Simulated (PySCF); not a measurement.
**Level sweep**

Compound: selenophene, C₄H₄Se.
SMILES: `C1=C[Se]C=C1`

PySCF, dipoles from the SCF density, polarisabilities from static response with core orbitals frozen. Isolated species at its PBE0-D3(BJ)/def2-SVP geometry, gas phase. Relativistic effects, spin–orbit coupling among them, are left out although an element past zinc is present.

Question: How do dipole and polarisability depend on functional and basis here?

Answer: 

```
              level  μ (D)  error (%)  α (au)  anisotropy (au)
      LDA/def2-SVPD  0.283      -29.0   70.83            35.05
      PBE/def2-SVPD  0.272      -31.5   70.55            35.11
    B3LYP/def2-SVPD  0.319      -19.8   69.70            34.54
     PBE0/def2-SVPD  0.370       -6.9   68.97            33.95
BHandHLYP/def2-SVPD  0.440      +10.5   68.26            33.57
CAM-B3LYP/def2-SVPD  0.368       -7.4   68.78            33.97
  wB97X-D/def2-SVPD  0.389       -2.2   69.14            33.53
  LC-wPBE/def2-SVPD  0.436       +9.5   67.19            32.92
       HF/def2-SVPD  0.704      +76.8   67.55            32.45
        PBE0/6-31G*  0.494      +24.2   56.01            41.92
      PBE0/def2-SVP  0.268      -32.7   57.46            40.11
   PBE0/aug-cc-pVDZ  0.397       -0.3   70.52            33.95
     PBE0/def2-TZVP  0.390       -2.1   66.00            37.47
    PBE0/def2-TZVPD  0.382       -4.0   70.65            34.34
```

Reference dipole: 0.398 D (measured, gas; NIST CCCBDB Release 22 (SRD 101), experimental dipoles). The anisotropy is √(½[(α1 − α2)² + (α2 − α3)² + (α3 − α1)²]). For the dipole, the smallest error is 0.3% (PBE0/aug-cc-pVDZ) and the largest 76.8% (HF/def2-SVPD). The dipole runs from 0.27 D (PBE0/def2-SVP) to 0.70 D (HF/def2-SVPD). No reference polarisability is at hand; against PBE0 in the largest diffuse basis at hand (def2-TZVPD) the other PBE0 rows deviate by 6-31G* -21%, def2-SVP -19%, def2-SVPD -2%, aug-cc-pVDZ 0%, def2-TZVP -7%. In one basis (def2-SVPD) the functionals order the polarisability from LC-wPBE (lowest) to LDA (highest), a spread of 5%. With PBE0 the polarisability is 59.82 au without diffuse functions (mean of 6-31G*, def2-SVP and def2-TZVP) and 70.05 au with them (mean of def2-SVPD, aug-cc-pVDZ and def2-TZVPD). Measured values can belong to vibrating molecules; the computed ones are for one fixed geometry.
